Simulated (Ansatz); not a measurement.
`[O]=[Nb]([OH])([OH])[Cl]` and `[O]=[Nb]([OH])([Cl])[Cl]` differ in one atom or group.

Ansatz, PBE0-D4/def2-TZVP geometries, multiplicity 1. Each molecule was computed in one conformer, which needn't be the lowest.

Elements past krypton have def2 core potentials.

```
                                        property  `[O]=[Nb]([OH])([OH])[Cl]`
              HOMO energy (PBE0/def2-TZVPP) / eV                       -9.15
               LUMO energy (PBE/def2-TZVPP) / eV                       -2.43
             HOMO energy (B3LYP/def2-TZVPP) / eV                       -8.87
             LUMO energy (B3LYP/def2-TZVPP) / eV                       -1.88
size of the dipole moment (B3LYP/def2-TZVPP) / D                        2.34
           HOMO energy (ωB97M-V/def2-TZVPP) / eV                      -11.42
```

Question: What does the change do to each property? (Best estimate.)

Answer: The calculation gave: 
```csv
property,`[O]=[Nb]([OH])([Cl])[Cl]`,shift
HOMO energy (PBE0/def2-TZVPP) / eV,-9.46,-0.31
LUMO energy (PBE/def2-TZVPP) / eV,-3.28,-0.85
HOMO energy (B3LYP/def2-TZVPP) / eV,-9.17,-0.30
LUMO energy (B3LYP/def2-TZVPP) / eV,-2.76,-0.88
size of the dipole moment (B3LYP/def2-TZVPP) / D,2.37,0.03
HOMO energy (ωB97M-V/def2-TZVPP) / eV,-11.69,-0.27
```

With PBE0 the HOMO falls by 0.31 eV and the LUMO falls by 0.91 eV, so the gap narrows by about 0.60 eV. PBE moves the HOMO by -0.34 eV and ωB97M-V by -0.27 eV. The zero-point energy changes by -30.9 kJ/mol with -3 modes. Dipoles are sizes alone; their direction can turn.

B3LYP here is the variant with VWN-RPA as its local correlation; programs differ in this.
